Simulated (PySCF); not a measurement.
# Heteronuclear NMR

Atoms are numbered as in `[CH3:1]/[CH:2]=[C:3](\[C:4]#[N:5])[O:6][SiH2:7][O:8][CH3:9]` (H(Xn): hydrogen on atom n).

PySCF calculation with σ from GIAO-PBE0/pcSseg-1 and geometry: GFN2-xTB; no solvent, one conformer, relativity neglected, averaged over atoms made equivalent by symmetry, fast rotation or ring inversion.

Question: Predict the 29Si NMR data.

Answer: 
| atoms | environment | σ (ppm) | δ (ppm) |
| --- | --- | --- | --- |
| Si7 | silicon bonded to 2 O, 2 H | 382.9 | -34.8 |

Shieldings were converted by a linear fit to measured shifts: 29Si: δ = 279.94 − 0.822σ (rms 8.9 ppm, 72 shifts, 25.8 ppm with the 6 outliers that the fit left out vs TMS, solution or neat liquid). A few per cent of atoms miss by over 2 rms, more outside the fitted compound classes.

On a 600 MHz spectrometer 29Si resonates near 119.2 MHz, so 1 ppm is 119.2 Hz.

Question: Predict the 15N NMR data.

Answer: 
```json
{"atoms": "N5", "environment": "nitrile nitrogen", "σ (ppm)": "-53.1", "δ (ppm)": "-99.1"}
```

Shieldings were converted by a linear fit to measured shifts: 15N: δ = -148.07 − 0.921σ (rms 6.3 ppm, 71 shifts vs CH3NO2, solution or neat liquid). Occasional misses reach two or three times the rms, and more in compound classes unlike the fitted ones.

On a 300 MHz spectrometer 15N resonates near 30.4 MHz, so 1 ppm is 30.4 Hz.

Question: Where does 17O resonate?

Answer: 
```csv
atoms,environment,σ (ppm),δ (ppm)
O6,"oxygen bonded to C, Si",225.6,61.2
O8,"oxygen bonded to C, Si",331.1,-34.9
```

Shieldings were converted by a linear fit to measured shifts: 17O: δ = 266.70 − 0.911σ (rms 10.7 ppm, 155 shifts, 12.2 ppm with the 3 outliers that the fit left out vs liquid water, solution or neat liquid). Occasional misses reach two or three times the rms, and more in compound classes unlike the fitted ones.

On a 500 MHz spectrometer 17O resonates near 67.8 MHz, so 1 ppm is 67.8 Hz.
